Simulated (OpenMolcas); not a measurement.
CuF⁺ at 1.689 Å: OpenMolcas input and output

Input (each module block was a call of its own in one work directory; start orbitals came from a preliminary run):

```
&GATEWAY
Coord
2
angstrom
Cu 0.0 0.0 0.0
F 0.0 0.0 1.6890
Basis=ANO-RCC-VTZP
Group=XY
RX2C
AMFI
ANGMom
0.0 0.0 0.0
RICD
&SEWARD
&GUESSORB
* RASSCF and CASPT2 blocks for each multiplicity and irrep, as for the first:
&RASSCF
FileOrb=$CurrDir/o21.orb
Symmetry=1
Spin=2
nActEl=15 0 0
Inactive=7 4
RAS2=5 4
CIRoot=7 7 1
Linear
Iterations=120 100
OrbListing=Nothing
PRWF=0.15
>>COPY $Project.RasOrb $CurrDir/o21.orb
>>COPY $Project.rasscf.h5 $CurrDir/r21.h5
&CASPT2
XMultistate=all
Imaginary=0.2
IPEA=0.25
MaxIter=40
>>COPY $Project.JobMix JOB001
&RASSI
Nr of JobIphs=4 7 10 6 1
1 2 3 4 5 6 7
1 2 3 4 5 6 7 8 9 10
1 2 3 4 5 6
1
SpinOrbit
EJob
Omega
MEES
MESO
Properties=4
'AngMom' 3 'Mltpl  1' 1 'Mltpl  1' 2 'Mltpl  1' 3
Thrs=1.0d-4
>>COPY $Project.rassi.h5 $CurrDir/so.h5
```

```bash
pymolcas m.inp
```

C2 symmetry about the axis (a holds Σ, Δ, Γ; b holds Π, Φ, H; Σ⁺ and Σ⁻ are not told apart); roots by multiplicity and irrep: 2a 7, 2b 10, 4b 6, 4a 1.

RASSI part of the output, in excerpt:

```
SPIN-FREE ENERGIES:
  (Shifted by EMIN (a.u.) =      -1753.4182772735)
 SF State       Relative EMIN(au)   Rel lowest level(eV)    D:o, cm**(-1)      Abs_M
     1             0.0000000000        0.0000000000              0.0000         0.0
     8             0.0144638369        0.3935810520           3174.4453         1.0
     9             0.0144638369        0.3935810520           3174.4453         1.0
     2             0.0460877960        1.2541128180          10115.1020         2.0
     3             0.0460895398        1.2541602695          10115.4848         2.0
    10             0.1474678924        4.0128057792          32365.4613         1.0
    11             0.1474678940        4.0128058228          32365.4617         1.0
    18             0.1616215370        4.3979460699          35471.8273         1.0
    19             0.1616215409        4.3979461758          35471.8281         1.0
    12             0.1714872532        4.6664058841          37637.1017         1.0
    13             0.1714872595        4.6664060541          37637.1031         1.0
    24             0.1782807549        4.8512664818          39128.1030         0.0
     4             0.1807271136        4.9178352925          39665.0166         0.0
     5             0.1814043436        4.9362636597          39813.6514         2.0
     6             0.1815498829        4.9402239875          39845.5936         2.0
     7             0.1876428796        5.1060228718          41182.8518         0.0
    20             0.1963024997        5.3416631398          43083.4188         3.0
    21             0.1963025010        5.3416631759          43083.4190         3.0
    22             0.1982442702        5.3945014085          43509.5881         1.0
    23             0.1982442717        5.3945014477          43509.5884         1.0
    14             0.2006493626        5.4599473060          44037.4449         1.0
    15             0.2006493626        5.4599473060          44037.4449         1.0
    16             0.2015454504        5.4843310983          44234.1134         3.0
    17             0.2015454530        5.4843311688          44234.1140         3.0
++ Dipole transition strengths (spin-free states):
     for osc. strength at least  1.00000000E-05
      From   To        Osc. strength     Einstein coefficients Ax, Ay, Az (sec-1)    Total A (sec-1)
         1    8       1.36630968E-05  1.57838039E+00  9.02606011E+01  0.00000000E+00  9.18389815E+01
         1    9       1.36630966E-05  9.02605998E+01  1.57838011E+00  0.00000000E+00  9.18389799E+01
         1   10       1.18840677E-03  8.29954293E+05  4.14362573E+02  0.00000000E+00  8.30368656E+05
         1   11       1.18840684E-03  4.14362928E+02  8.29954358E+05  0.00000000E+00  8.30368721E+05
         1   12       2.46697322E-03  8.70097009E+01  2.33089545E+06  0.00000000E+00  2.33098246E+06
         1   13       2.46697353E-03  2.33089592E+06  8.70098552E+01  0.00000000E+00  2.33098293E+06
         1    7       2.26316875E-03  0.00000000E+00  0.00000000E+00  2.56030673E+06  2.56030673E+06
         8   10       2.78240783E-04  0.00000000E+00  0.00000000E+00  1.58147175E+05  1.58147175E+05
         8   11       2.31062453E-02  0.00000000E+00  0.00000000E+00  1.31331843E+07  1.31331843E+07
         8    4       1.48962804E-03  1.30034241E+06  2.27232267E+04  0.00000000E+00  1.32306564E+06
         8    5       5.53765561E-04  1.18617917E+05  3.77243458E+05  0.00000000E+00  4.95861375E+05
         8    6       5.54279357E-04  3.78234503E+05  1.18952711E+05  0.00000000E+00  4.97187214E+05
         8    7       5.26674768E-04  8.70098060E+03  4.98808389E+05  0.00000000E+00  5.07509369E+05
         8   15       1.51964985E-05  0.00000000E+00  0.00000000E+00  1.69256847E+04  1.69256847E+04
         9   10       2.31062447E-02  0.00000000E+00  0.00000000E+00  1.31331837E+07  1.31331837E+07
         9   11       2.78240799E-04  0.00000000E+00  0.00000000E+00  1.58147187E+05  1.58147187E+05
         9    4       1.48962716E-03  2.27232863E+04  1.30034157E+06  0.00000000E+00  1.32306486E+06
         9    5       5.53765551E-04  3.77243433E+05  1.18617934E+05  0.00000000E+00  4.95861367E+05
         9    6       5.54280255E-04  1.18952645E+05  3.78235375E+05  0.00000000E+00  4.97188019E+05
         9    7       5.26674786E-04  4.98808408E+05  8.70097877E+03  0.00000000E+00  5.07509387E+05
         9   14       1.51965025E-05  0.00000000E+00  0.00000000E+00  1.69256891E+04  1.69256891E+04
         2   10       1.25252221E-05  3.27369080E+03  8.62510982E+02  0.00000000E+00  4.13620178E+03
         2   11       1.25252202E-05  8.62510985E+02  3.27369030E+03  0.00000000E+00  4.13620128E+03
         2    5       8.04388444E-05  0.00000000E+00  0.00000000E+00  4.73236815E+04  4.73236815E+04
         2   14       8.40146327E-04  4.60816594E+05  1.84048453E+05  0.00000000E+00  6.44865047E+05
         2   15       8.40147088E-04  1.84049398E+05  4.60816234E+05  0.00000000E+00  6.44865632E+05
         2   16       8.92063578E-04  6.80309221E+05  1.23680106E+04  0.00000000E+00  6.92677232E+05
         2   17       8.92064725E-04  1.23678149E+04  6.80310330E+05  0.00000000E+00  6.92678145E+05
         3   10       1.24622718E-05  8.22998593E+02  3.29227357E+03  0.00000000E+00  4.11527216E+03
         3   11       1.24622720E-05  3.29227359E+03  8.22998753E+02  0.00000000E+00  4.11527234E+03
         3    6       8.44141543E-05  0.00000000E+00  0.00000000E+00  4.97680357E+04  4.97680357E+04
         3   14       8.33179906E-04  1.90252534E+05  4.49250918E+05  0.00000000E+00  6.39503452E+05
         3   15       8.33179141E-04  4.49251293E+05  1.90251572E+05  0.00000000E+00  6.39502865E+05
         3   16       8.99855530E-04  1.49037551E+04  6.83808163E+05  0.00000000E+00  6.98711918E+05
         3   17       8.99854412E-04  6.83807105E+05  1.49039683E+04  0.00000000E+00  6.98711073E+05
 Electric-quadrupole - electric-quadrupole not included
 Electric-dipole - electric-octupole not included
 Electric-dipole - magnetic-quadrupole not included
   Eigenvalues of complex Hamiltonian:
  (Shifted by EMIN (a.u.) =      -1753.4182772735)
 SO State       Relative EMIN(au)   Rel lowest level(eV)    D:o, cm**(-1)      Omega
     1            -0.0008595220        0.0000000000              0.0000         0.5
     2            -0.0008595220        0.0000000000              0.0000         0.5
     3             0.0124901943        0.3632642861           2929.9241         1.5
     4             0.0124901943        0.3632642861           2929.9241         1.5
     5             0.0169616782        0.4849395622           3911.3013         0.5
     6             0.0169616782        0.4849395622           3911.3013         0.5
     7             0.0424055303        1.1773020503           9495.5814         2.5
     8             0.0424055303        1.1773020503           9495.5814         2.5
     9             0.0500568701        1.3855056113          11174.8564         1.5
    10             0.0500568701        1.3855056113          11174.8564         1.5
    11             0.1464020738        4.0071921638          32320.1845         1.5
    12             0.1464020738        4.0071921638          32320.1845         1.5
    13             0.1481322539        4.0542727622          32699.9151         0.5
    14             0.1481322539        4.0542727622          32699.9151         0.5
    15             0.1604601538        4.3897320074          35405.5764         2.5
    16             0.1604601538        4.3897320074          35405.5764         2.5
    17             0.1609444944        4.4029115860          35511.8768         1.5
    18             0.1609444944        4.4029115860          35511.8768         1.5
    19             0.1614452303        4.4165373046          35621.7757         0.5
    20             0.1614452303        4.4165373046          35621.7757         0.5
    21             0.1622646999        4.4388362083          35801.6285         0.5
    22             0.1622646999        4.4388362083          35801.6285         0.5
    23             0.1705041065        4.6630418836          37609.9692         0.5
    24             0.1705041065        4.6630418836          37609.9692         0.5
    25             0.1713197333        4.6852362214          37788.9786         1.5
    26             0.1713197333        4.6852362214          37788.9786         1.5
    27             0.1780210956        4.8675895793          39259.7576         0.5
    28             0.1780210956        4.8675895793          39259.7576         0.5
    29             0.1786792693        4.8854993967          39404.2100         1.5
    30             0.1786792693        4.8854993967          39404.2100         1.5
    31             0.1809232360        4.9465608426          39896.7038         0.5
    32             0.1809232360        4.9465608426          39896.7038         0.5
    33             0.1813361743        4.9577974663          39987.3333         2.5
    34             0.1813361743        4.9577974663          39987.3333         2.5
    35             0.1819844386        4.9754376363          40129.6109         1.5
    36             0.1819844386        4.9754376363          40129.6109         1.5
    37             0.1884863819        5.1523645271          41556.6225         0.5
    38             0.1884863819        5.1523645271          41556.6225         0.5
    39             0.1919192408        5.2457773759          42310.0479         4.5
    40             0.1919192408        5.2457773759          42310.0479         4.5
    41             0.1944905568        5.3157464477          42874.3865         3.5
    42             0.1944905568        5.3157464477          42874.3865         3.5
    43             0.1951190954        5.3328498535          43012.3348         1.5
    44             0.1951190954        5.3328498535          43012.3348         1.5
    45             0.1952423559        5.3362039446          43039.3874         2.5
    46             0.1952423559        5.3362039446          43039.3874         2.5
    47             0.1976339351        5.4012821287          43564.2783         2.5
    48             0.1976339351        5.4012821287          43564.2783         2.5
    49             0.1979865214        5.4108764903          43641.6621         0.5
    50             0.1979865214        5.4108764903          43641.6621         0.5
    51             0.2000333648        5.4665739381          44090.8923         3.5
    52             0.2000333648        5.4665739381          44090.8923         3.5
    53             0.2008214771        5.4880195663          44263.8629         1.5
    54             0.2008214771        5.4880195663          44263.8629         1.5
    55             0.2010027982        5.4929535652          44303.6583         1.5
    56             0.2010027982        5.4929535652          44303.6583         1.5
    57             0.2015456478        5.5077252552          44422.8000         0.5
    58             0.2015456478        5.5077252552          44422.8000         0.5
    59             0.2037699259        5.5682509449          44910.9727         2.5
    60             0.2037699259        5.5682509449          44910.9727         2.5
    61             0.2044408962        5.5865089765          45058.2336         0.5
    62             0.2044408962        5.5865089765          45058.2336         0.5
 Weights of the five most important spin-orbit-free states for each spin-orbit state.
 SO State  Total energy (au)           Spin-free states, spin, and weights
    1        -0.000860       1 0.5  0.9526    9 0.5  0.0236    8 0.5  0.0236   10 0.5  0.0000   11 0.5  0.0000
    2        -0.000860       1 0.5  0.9526    9 0.5  0.0236    8 0.5  0.0236   10 0.5  0.0000   11 0.5  0.0000
    3         0.012490       8 0.5  0.4959    9 0.5  0.4959    3 0.5  0.0041    2 0.5  0.0041   24 1.5  0.0000
    4         0.012490       8 0.5  0.4959    9 0.5  0.4959    3 0.5  0.0041    2 0.5  0.0041   24 1.5  0.0000
    5         0.016962       9 0.5  0.4763    8 0.5  0.4763    1 0.5  0.0472   11 0.5  0.0000   10 0.5  0.0000
    6         0.016962       9 0.5  0.4763    8 0.5  0.4763    1 0.5  0.0472   11 0.5  0.0000   10 0.5  0.0000
    7         0.042406       2 0.5  0.5001    3 0.5  0.4999   22 1.5  0.0000   23 1.5  0.0000   20 1.5  0.0000
    8         0.042406       2 0.5  0.5001    3 0.5  0.4999   22 1.5  0.0000   23 1.5  0.0000   20 1.5  0.0000
    9         0.050057       3 0.5  0.4959    2 0.5  0.4957    8 0.5  0.0041    9 0.5  0.0041   11 0.5  0.0001
   10         0.050057       3 0.5  0.4959    2 0.5  0.4957    8 0.5  0.0041    9 0.5  0.0041   11 0.5  0.0001
   11         0.146402      11 0.5  0.4957   10 0.5  0.4957   24 1.5  0.0040    5 0.5  0.0022    6 0.5  0.0021
   12         0.146402      11 0.5  0.4957   10 0.5  0.4957   24 1.5  0.0040    5 0.5  0.0022    6 0.5  0.0021
   13         0.148132      10 0.5  0.4976   11 0.5  0.4976    4 0.5  0.0017    7 0.5  0.0014   24 1.5  0.0013
   14         0.148132      10 0.5  0.4976   11 0.5  0.4976    4 0.5  0.0017    7 0.5  0.0014   24 1.5  0.0013
   15         0.160460      18 1.5  0.4919   19 1.5  0.4919    5 0.5  0.0082    6 0.5  0.0078   22 1.5  0.0000
   16         0.160460      18 1.5  0.4919   19 1.5  0.4919    5 0.5  0.0082    6 0.5  0.0078   22 1.5  0.0000
   17         0.160944      18 1.5  0.4862   19 1.5  0.4862   24 1.5  0.0128   13 0.5  0.0041   12 0.5  0.0041
   18         0.160944      18 1.5  0.4862   19 1.5  0.4862   24 1.5  0.0128   13 0.5  0.0041   12 0.5  0.0041
   19         0.161445      19 1.5  0.4842   18 1.5  0.4842   24 1.5  0.0236   12 0.5  0.0032   13 0.5  0.0032
   20         0.161445      19 1.5  0.4842   18 1.5  0.4842   24 1.5  0.0236   12 0.5  0.0032   13 0.5  0.0032
   21         0.162265      19 1.5  0.4968   18 1.5  0.4968   24 1.5  0.0032    7 0.5  0.0014   13 0.5  0.0005
   22         0.162265      19 1.5  0.4968   18 1.5  0.4968
...
```

Only roots inside an energy window near the equilibrium distance were included, so the list of states is not complete; labels number the states computed. Each spin and symmetry block has orbitals of its own, averaged over its own roots, so gaps between blocks are less sure than gaps within one and near the minimum can be off by tenths of an eV, in bad cases by more. No Rydberg orbitals are active, so Rydberg states, and σ→σ* states whose orbital the CASSCF left unused, can be missing between those listed. CASPT2 splits the two components of degenerate states numerically, here by up to 32 cm⁻¹. For d and f metals this valence active space lacks a second d shell: the order of states is not reliable within half an eV or more, and the lowest computed state need not be the true ground state. The CASPT2 reference weights are uneven, so some states carry less reliable energies.
